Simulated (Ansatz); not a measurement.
Two members of one family (Series GeH2X2), computed with Ansatz in the gas phase. The two geometries come from different levels. Binding counts from free atoms in the multiplicity of their measured ground term, without zero-point energy. A dash marks a value that wasn't run or was left out as unsound. The structures are stationary points that may keep the symmetry of their start.

First: Ge(CCH)2H2 (singlet, charge 0, PBE0-D4/def2-SVP geometry).

```xyz
9

Ge    0.0942    0.2076    0.9684
C    -1.0715    1.0925   -0.2424
C    -1.8160    1.6629   -1.0150
H    -2.4758    2.1682   -1.6988
C     1.0503   -1.1363    0.0260
C     1.6623   -2.0024   -0.5691
H     2.2032   -2.7682   -1.0966
H    -0.7329   -0.4472    2.0804
H     1.0863    1.2229    1.5472
```

| level | HOMO (eV) | LUMO (eV) | gap (eV) | vertical IE (eV) | vertical triplet (eV) | binding per atom (eV) |
| --- | --- | --- | --- | --- | --- | --- |
| PBE-D4/def2-TZVP | -6.93 | -1.16 | 5.77 | 9.64 | 5.20 | 4.37 |
| r2SCAN-D4/def2-TZVP | -7.17 | -0.94 | 6.23 | 9.74 | 4.99 | 4.26 |
| B3LYP-D4/6-31G | -7.64 | 0.11 | 7.74 | – | – | 4.15 |
| PBE0-D4/def2-SVP | -8.06 | -0.07 | 7.99 | – | – | 4.30 |
| PBE0-D4/def2-TZVP | -8.13 | -0.22 | 7.91 | 10.02 | 5.11 | 4.27 |

Second: Ge(NH2)2H2 (singlet, charge 0, PBE0-D4/def2-TZVP geometry).

```xyz
9

Ge   -0.2046   -0.4471    0.4795
N     0.1342   -1.0157   -1.2402
H     1.0891   -0.9067   -1.5518
H    -0.4840   -0.6415   -1.9473
N     0.0119    1.3343    0.8977
H    -0.6010    1.9712    0.4103
H     0.9594    1.6800    0.8345
H     0.7788   -1.2094    1.3771
H    -1.6839   -0.7651    0.7403
```

Question: Estimate the same table for the second.

Answer: 
| level | HOMO (eV) | LUMO (eV) | gap (eV) | vertical IE (eV) | vertical triplet (eV) | binding per atom (eV) |
| --- | --- | --- | --- | --- | --- | --- |
| PBE-D4/def2-TZVP | -5.44 | -0.23 | 5.21 | 8.76 | 5.18 | 3.23 |
| r2SCAN-D4/def2-TZVP | -5.74 | 0.34 | 6.08 | 8.80 | 5.38 | 3.17 |
| B3LYP-D4/6-31G | -6.27 | 0.63 | 6.89 | – | – | 3.06 |
| PBE0-D4/def2-SVP | -6.62 | 1.22 | 7.84 | – | – | 3.15 |
| PBE0-D4/def2-TZVP | -6.87 | 0.58 | 7.45 | 9.01 | 5.59 | 3.16 |
